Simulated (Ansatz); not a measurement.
Born–Oppenheimer molecular dynamics of BrNa (2 atoms, charge 0, multiplicity 1). It starts from a relaxed structure.

The calculation used RHF/def2-SVP in Ansatz.

- ensemble: NVT, Nosé–Hoover chain
- time step: 1 fs
- steps asked: 150
- set temperature: 300 K
- thermostat: time constant 100 fs, chain length 3 (defaults)
- seed: 811862

First frame:

```xyz
2
Properties=species:S:1:pos:R:3
Na 1.092 -0.413 0.544
Br -1.062 0.353 -0.540
```

Task: How far do the bonds stretch over the last three quarters of this one trajectory? (Pairs bonded in most of those frames.)

Result: 
```json
{"bond": "Na1–Br2", "mean (Å)": "2.530", "spread (Å)": "0.056", "shortest": "2.45", "longest": "2.61"}
```

Mean temperature of the second half: 182 K. The conserved energy stayed within 0.011 meV per atom of its start (net change 0.005 meV per atom), so the integration is sound. The mean temperature of the second half is 39 % below the set value. A run of 0.15 ps of so small a system gives no equilibrium averages.

Run time: 41 s on 1 thread of Intel(R) Xeon(R) 6975P-C (Granite Rapids), on a shared host, peak memory 0.1 GiB.
